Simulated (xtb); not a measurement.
O (SMILES [O-]), charge -1, doublet; xtb with GFN1-xTB.

The xtb input:
```
$ xtb mol.xyz --gfn 1 --chrg -1 --uhf 1 --etemp 1000 --json

# file mol.xyz
1

O      0.00000000     0.00000000     0.00000000
```

What the program printed (banner, timings and long lists left out):

```
   ID    Z sym.   atoms
    1    8 O      1

           -------------------------------------------------
          |                Calculation Setup                |
           -------------------------------------------------

           -------------------------------------------------
          |                 G F N 1 - x T B                 |
           -------------------------------------------------

          ...................................................
          :                      SETUP                      :
          :.................................................:
          :  # basis functions                   4          :
          :  # atomic orbitals                   4          :
          :  # shells                            2          :
          :  # electrons                         7          :
          :  # halogen bonds                     0          :
          :  max. iterations                   250          :
          :  Hamiltonian                  GFN1-xTB          :
          :  restarted?                      false          :
          :  GBSA solvation                  false          :
          :  PC potential                    false          :
          :  electronic temp.         1000.0000000     K    :
          :  accuracy                    1.0000000          :
          :  -> integral cutoff          0.2500000E+02      :
          :  -> integral neglect         0.1000000E-07      :
          :  -> SCF convergence          0.1000000E-05 Eh   :
          :  -> wf. convergence          0.2000000E-04 e    :
          :  Broyden damping             0.4000000          :
          :  net charge                         -1          :
          :  unpaired electrons                  1          :
          ...................................................

 iter      E             dE          RMSdq      gap      omega  full diag
   1     -4.7096190 -0.470962E+01  0.471E+00    0.00       0.0  T
   2     -4.7096190  0.000000E+00  0.377E+00    0.00       0.0  T
   3     -4.7096190  0.000000E+00  0.290E+00    0.00       0.0  T
   4     -4.7096190  0.000000E+00  0.232E+00    0.00       0.0  T
   5     -4.7096190  0.000000E+00  0.186E+00    0.00       0.0  T
   6     -4.7096190  0.000000E+00  0.149E+00    0.00       0.0  T
   7     -4.7096190  0.000000E+00  0.119E+00    0.00       0.0  T
   8     -4.7096190  0.000000E+00  0.952E-01    0.00       0.0  T
[...]
         :: total energy              -4.709619042660 Eh    ::
[...]
         :: gradient norm              0.000000000000 Eh/a0 ::
         :: HOMO-LUMO gap              0.000000000000 eV    ::
         ::.................................................::
         :: SCC energy                -4.709619042660 Eh    ::
         :: -> electrostatic           0.302770926776 Eh    ::
         :: repulsion energy           0.000000000000 Eh    ::
         :: dispersion energy          0.000000000000 Eh    ::
         :: halogen bond corr.         0.000000000000 Eh    ::
         :: add. restraining           0.000000000000 Eh    ::
         :: total charge              -1.000000000000 e     ::
         :::::::::::::::::::::::::::::::::::::::::::::::::::::

           -------------------------------------------------
          |                Property Printout                |
           -------------------------------------------------

    * Orbital Energies and Occupations

         #    Occupation            Energy/Eh            Energy/eV
      -------------------------------------------------------------
         1        2.0000           -0.2652899              -7.2189
         2        1.6667           -0.0516070              -1.4043
         3        1.6667           -0.0516070              -1.4043
         4        1.6667           -0.0516070              -1.4043 (HOMO)
      -------------------------------------------------------------
                  HL-Gap            0.0516070 Eh            1.4043 eV
             Fermi-level           -0.0247060 Eh           -0.6723 eV

  Mulliken/CM5 charges         n(s)   n(p)   n(d)
     1O    -1.00000 -1.00000   2.000  5.000  0.000

Wiberg/Mayer (AO) data.
largest (>0.10) Wiberg bond orders for each atom

 ---------------------------------------------------------------------------
     #   Z sym  total        # sym  WBO       # sym  WBO       # sym  WBO
 ---------------------------------------------------------------------------
     1   8 O    0.000
 ---------------------------------------------------------------------------

 dipole moment from electron density (au)
     X       Y       Z
   0.0000   0.0000   0.0000  total (Debye):    0.000

           -------------------------------------------------
          | TOTAL ENERGY               -4.709619042660 Eh   |
          | GRADIENT NORM               0.000000000000 Eh/α |
          | HOMO-LUMO GAP               1.404297094531 eV   |
           -------------------------------------------------

normal termination of xtb
```
